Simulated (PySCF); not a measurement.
Stepwise substitution at one centre (Ge OH-SH). All species are isolated molecules in the gas phase. One relaxed conformer stands for each flexible species; it need not be the lowest. Strings in code marks are SMILES.

The numbers are results of B3LYP-D3(BJ)/def2-TZVP (PySCF), not measurements. All candidates: neutral, multiplicity 1. B3LYP has the VWN-RPA correlation part, as in Gaussian. Excitations are Tamm–Dancoff values on a coarser integration grid. The basis has no diffuse functions, so Rydberg states are missing or too high.

```yaml
T1 excitation (TDA): 4.03 eV
HOMO: -7.22 eV
HOMO–LUMO gap: 5.37 eV
```

Task: Which member has these values?
(A) `[OH][Ge]([OH])([OH])[SH]`
(B) `[OH][Ge]([OH])([OH])[OH]`
(C) `[OH][Ge]([OH])([SH])[SH]`
(D) `[SH][Ge]([SH])([SH])[SH]`

Result: D, `[SH][Ge]([SH])([SH])[SH]`. The others give `[OH][Ge]([OH])([OH])[OH]`: 6.57 eV, -8.92 eV, 8.16 eV; `[OH][Ge]([OH])([SH])[SH]`: 4.94 eV, -7.59 eV, 6.47 eV; `[OH][Ge]([OH])([OH])[SH]`: 5.19 eV, -7.61 eV, 6.75 eV
